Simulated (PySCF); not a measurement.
Cl2HSi, SMILES Cl[SiH]Cl, multiplicity 2. Geometry optimised at PBE-D3(BJ)/def2-TZVP. The isomer is the one that the SMILES or the coordinates give; other isomers of the formula were not compared.

Method: PySCF with PBE-D3(BJ)/def2-TZVP.

Harmonic wavenumbers (cm⁻¹): 170, 494, 554, 624, 709, 2098. Rotational constants (GHz): 15.64, 2.463, 2.155; symmetry number 1.

Problem. Work out the zero-point energy and the ideal-gas rigid-rotor harmonic-oscillator thermochemistry at 298.15 K and 1 atm.

Solution. ZPE = ½ Σ hcν = ½ × 4649 cm⁻¹ = 27.81 kJ/mol. H − E(el) = 41.09 kJ/mol. Entropy in J/(mol K): translation 166.18, rotation 107.79, vibration 18.20, spin 5.76, total 297.93. G − E(el) = -47.74 kJ/mol. Cp = 58.68 J/(mol K).
